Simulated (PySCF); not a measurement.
Cl₆OSi₂, quintet, geometry from GFN2-xTB of the parent state (a higher spin typed on purpose: for a closed-shell molecule this is an excited state); MP2/STO-3G (PySCF).

PySCF was given this input:
```python
from pyscf import gto, scf, mp

mol = gto.Mole()
mol.atom = '''
    Cl    2.25161787    0.11558785   -1.77772796
    Si    1.56528168    0.36778438    0.07993072
    Cl    2.56435863   -0.72295361    1.41720803
    Cl    1.47891432    2.29790753    0.58709745
    O     0.04941703   -0.20957542    0.10145374
    Si   -1.55065934   -0.42979707   -0.04991088
    Cl   -2.08761438    0.28356227   -1.83676581
    Cl   -2.41439682    0.57475041    1.44354087
    Cl   -1.82817662   -2.39916145    0.09418226
'''
mol.basis = 'sto-3g'
mol.spin = 4
mol.verbose = 4
mol.build()

mf = scf.UHF(mol)
mf.kernel()

pt = mp.MP2(mf)
pt.kernel()
print('E(MP2) = %.10f' % pt.e_tot)
mf.analyze()
```

Problem. Predict the main parts of the log of this PySCF run.

Solution. 
```
PySCF version 2.14.0

[INPUT] verbose = 4
[INPUT] num. atoms = 9
[INPUT] num. electrons = 138
[INPUT] charge = 0
[INPUT] spin (= nelec alpha-beta = 2S) = 4
[INPUT] symmetry False subgroup None
[INPUT] Mole.unit = angstrom
[INPUT] Symbol           X                Y                Z      unit          X                Y                Z       unit  Magmom
[...]
nuclear repulsion = 1360.86566027566
number of shells = 43
number of NR pGTOs = 231
number of NR cGTOs = 77
basis = sto-3g
ecp = {}

******** <class 'pyscf.scf.uhf.UHF'> ********
method = UHF
initial guess = minao
damping factor = 0
level_shift factor = 0
DIIS = <class 'pyscf.scf.diis.CDIIS'>
diis_start_cycle = 1
diis_space = 8
diis_damp = 0
SCF conv_tol = 1e-09
SCF conv_tol_grad = None
SCF max_cycles = 50
direct_scf = True
direct_scf_tol = 1e-13
number electrons alpha = 71  beta = 67
Set gradient conv threshold to 3.16228e-05
init E= -3372.52960365484

cycle= 1 E= -3372.02649910833  delta_E= 0.503  |g|= 0.326  |ddm|= 4.42

cycle= 2 E= -3372.12807545389  delta_E= -0.102  |g|= 0.265  |ddm|= 1.19

cycle= 3 E= -3372.17378501532  delta_E= -0.0457  |g|= 0.0782  |ddm|= 0.364

cycle= 4 E= -3372.19766981208  delta_E= -0.0239  |g|= 0.0733  |ddm|= 0.367

cycle= 5 E= -3372.21487789866  delta_E= -0.0172  |g|= 0.029  |ddm|= 0.354

cycle= 6 E= -3372.22011777194  delta_E= -0.00524  |g|= 0.0181  |ddm|= 0.247

cycle= 7 E= -3372.22245082706  delta_E= -0.00233  |g|= 0.015  |ddm|= 0.18

cycle= 8 E= -3372.22480014634  delta_E= -0.00235  |g|= 0.0168  |ddm|= 0.183

cycle= 9 E= -3372.22036488502  delta_E= 0.00444  |g|= 0.0152  |ddm|= 0.364

cycle= 10 E= -3372.21882287333  delta_E= 0.00154  |g|= 0.00745  |ddm|= 0.442

cycle= 11 E= -3372.21903433526  delta_E= -0.000211  |g|= 0.00554  |ddm|= 0.0737

cycle= 12 E= -3372.21946278494  delta_E= -0.000428  |g|= 0.00536  |ddm|= 0.112

cycle= 13 E= -3372.2194709056  delta_E= -8.12e-06  |g|= 0.00551  |ddm|= 0.00933

cycle= 14 E= -3372.21942319777  delta_E= 4.77e-05  |g|= 0.00515  |ddm|= 0.0201

cycle= 15 E= -3372.21941115276  delta_E= 1.2e-05  |g|= 0.00507  |ddm|= 0.0205

cycle= 16 E= -3372.21915091427  delta_E= 0.00026  |g|= 0.00331  |ddm|=  0.1

cycle= 17 E= -3372.21921334818  delta_E= -6.24e-05  |g|= 0.00221  |ddm|= 0.0718

cycle= 18 E= -3372.2193075193  delta_E= -9.42e-05  |g|= 0.00178  |ddm|= 0.0435

cycle= 19 E= -3372.21938856247  delta_E= -8.1e-05  |g|= 0.00149  |ddm|= 0.044

cycle= 20 E= -3372.21949937911  delta_E= -0.000111  |g|= 0.00101  |ddm|= 0.0823

cycle= 21 E= -3372.21955238734  delta_E= -5.3e-05  |g|= 0.00062  |ddm|= 0.0669

cycle= 22 E= -3372.21956835988  delta_E= -1.6e-05  |g|= 0.000396  |ddm|= 0.0364

cycle= 23 E= -3372.21957413822  delta_E= -5.78e-06  |g|= 0.00031  |ddm|= 0.0216

cycle= 24 E= -3372.21957541067  delta_E= -1.27e-06  |g|= 0.000296  |ddm|= 0.00568

cycle= 25 E= -3372.21957659399  delta_E= -1.18e-06  |g|= 0.000291  |ddm|= 0.00425

cycle= 26 E= -3372.21957635747  delta_E= 2.37e-07  |g|= 0.000279  |ddm|= 0.0013

cycle= 27 E= -3372.21957646536  delta_E= -1.08e-07  |g|= 0.000256  |ddm|= 0.00187

cycle= 28 E= -3372.21957799888  delta_E= -1.53e-06  |g|= 0.000194  |ddm|= 0.0091

cycle= 29 E= -3372.21957876791  delta_E= -7.69e-07  |g|= 0.000111  |ddm|= 0.00861

cycle= 30 E= -3372.21957900981  delta_E= -2.42e-07  |g|= 7.06e-05  |ddm|= 0.0043

cycle= 31 E= -3372.21957911095  delta_E= -1.01e-07  |g|= 5.24e-05  |ddm|= 0.00237

cycle= 32 E= -3372.2195791478  delta_E= -3.68e-08  |g|= 2.44e-05  |ddm|= 0.0021

cycle= 33 E= -3372.21957915859  delta_E= -1.08e-08  |g|= 1.91e-05  |ddm|= 0.000737

cycle= 34 E= -3372.21957916825  delta_E= -9.66e-09  |g|= 1.48e-05  |ddm|= 0.000716

cycle= 35 E= -3372.21957917536  delta_E= -7.11e-09  |g|= 1.33e-05  |ddm|= 0.000555

cycle= 36 E= -3372.21957917636  delta_E= -9.97e-10  |g|= 1.44e-05  |ddm|= 0.00012

Extra cycle  E= -3372.21957917827  delta_E= -1.91e-09  |g|= 1.7e-05  |ddm|= 0.000131
converged SCF energy = -3372.21957917827  <S^2> = 6.0178909  2S+1 = 5.0071513

[...]
E(UMP2) = -3372.35650219274  E_corr = -0.136923014471211
E(SCS-UMP2) = -3372.3525989171  E_corr = -0.133019738830518
E(MP2) = -3372.3565021927
Total Energy =                       -3372.219579178267850
[...]
 ** Mulliken Spin Density (per AO)  **
spin_pop of  0 Cl 1s        0.00000
spin_pop of  0 Cl 2s        0.00002
spin_pop of  0 Cl 3s        0.01513
spin_pop of  0 Cl 2px       0.00001
spin_pop of  0 Cl 2py       0.00001
spin_pop of  0 Cl 2pz       0.00007
spin_pop of  0 Cl 3px       0.03622
spin_pop of  0 Cl 3py       0.11535
spin_pop of  0 Cl 3pz       0.15447
spin_pop of  1 Si 1s        0.00000
spin_pop of  1 Si 2s        0.00005
spin_pop of  1 Si 3s        0.45616
spin_pop of  1 Si 2px      -0.00003
spin_pop of  1 Si 2py      -0.00008
spin_pop of  1 Si 2pz      -0.00008
spin_pop of  1 Si 3px       0.02883
spin_pop of  1 Si 3py      -0.04246
spin_pop of  1 Si 3pz      -0.04319
spin_pop of  2 Cl 1s        0.00000
spin_pop of  2 Cl 2s        0.00002
spin_pop of  2 Cl 3s        0.01662
spin_pop of  2 Cl 2px       0.00002
spin_pop of  2 Cl 2py       0.00003
spin_pop of  2 Cl 2pz       0.00005
spin_pop of  2 Cl 3px       0.04852
spin_pop of  2 Cl 3py       0.14237
spin_pop of  2 Cl 3pz       0.18044
spin_pop of  3 Cl 1s        0.00000
spin_pop of  3 Cl 2s        0.00002
spin_pop of  3 Cl 3s        0.01639
spin_pop of  3 Cl 2px       0.00000
spin_pop of  3 Cl 2py       0.00009
spin_pop of  3 Cl 2pz       0.00001
spin_pop of  3 Cl 3px       0.00681
spin_pop of  3 Cl 3py       0.18833
spin_pop of  3 Cl 3pz       0.15888
spin_pop of  4 O 1s        0.00000
spin_pop of  4 O 2s        0.06330
spin_pop of  4 O 2px       0.08483
spin_pop of  4 O 2py       0.72473
spin_pop of  4 O 2pz       0.16933
spin_pop of  5 Si 1s        0.00000
spin_pop of  5 Si 2s        0.00005
spin_pop of  5 Si 3s        0.45617
spin_pop of  5 Si 2px      -0.00002
spin_pop of  5 Si 2py      -0.00008
spin_pop of  5 Si 2pz      -0.00008
spin_pop of  5 Si 3px       0.03904
spin_pop of  5 Si 3py      -0.05076
spin_pop of  5 Si 3pz      -0.04513
spin_pop of  6 Cl 1s        0.00000
spin_pop of  6 Cl 2s        0.00002
spin_pop of  6 Cl 3s        0.01639
spin_pop of  6 Cl 2px       0.00000
spin_pop of  6 Cl 2py       0.00002
spin_pop of  6 Cl 2pz       0.00007
spin_pop of  6 Cl 3px       0.01586
spin_pop of  6 Cl 3py       0.16525
spin_pop of  6 Cl 3pz       0.17271
spin_pop of  7 Cl 1s        0.00000
spin_pop of  7 Cl 2s        0.00002
spin_pop of  7 Cl 3s        0.01514
spin_pop of  7 Cl 2px       0.00001
spin_pop of  7 Cl 2py       0.00003
spin_pop of  7 Cl 2pz       0.00005
spin_pop of  7 Cl 3px       0.01928
spin_pop of  7 Cl 3py       0.15296
spin_pop of  7 Cl 3pz       0.13386
spin_pop of  8 Cl 1s        0.00000
spin_pop of  8 Cl 2s        0.00002
spin_pop of  8 Cl 3s        0.01661
spin_pop of  8 Cl 2px       0.00000
spin_pop of  8 Cl 2py       0.00009
spin_pop of  8 Cl 2pz       0.00001
spin_pop of  8 Cl 3px       0.00296
spin_pop of  8 Cl 3py       0.17696
spin_pop of  8 Cl 3pz       0.19125
 ** Mulliken Spin Density (per atom)  **
spin density of  0 Cl =      0.32127
spin density of  1 Si =      0.39920
spin density of  2 Cl =      0.38806
spin density of  3 Cl =      0.37053
spin density of  4 O =      1.04220
spin density of  5 Si =      0.39918
spin density of  6 Cl =      0.37032
spin density of  7 Cl =      0.32134
spin density of  8 Cl =      0.38789
 ** Mulliken pop alpha/beta on meta-lowdin orthogonal AOs **
 ** Mulliken pop       alpha | beta **
In total            71.00000 | 67.00000
 ** Mulliken atomic charges   ( Nelec_alpha | Nelec_beta ) **
charge of  0Cl =     -0.25176  (     8.78652      8.46524 )
charge of  1Si =      0.75060  (     6.82430      6.42510 )
charge of  2Cl =     -0.21833  (     8.80319      8.41514 )
charge of  3Cl =     -0.23440  (     8.80247      8.43194 )
charge of  4O =     -0.09194  (     4.56707      3.52487 )
charge of  5Si =      0.75060  (     6.82429      6.42511 )
charge of  6Cl =     -0.23455  (     8.80244      8.43211 )
charge of  7Cl =     -0.25175  (     8.78654      8.46520 )
charge of  8Cl =     -0.21846  (     8.80317      8.41528 )
Dipole moment(X, Y, Z, Debye):  0.21200, -0.88809,  0.43167
```
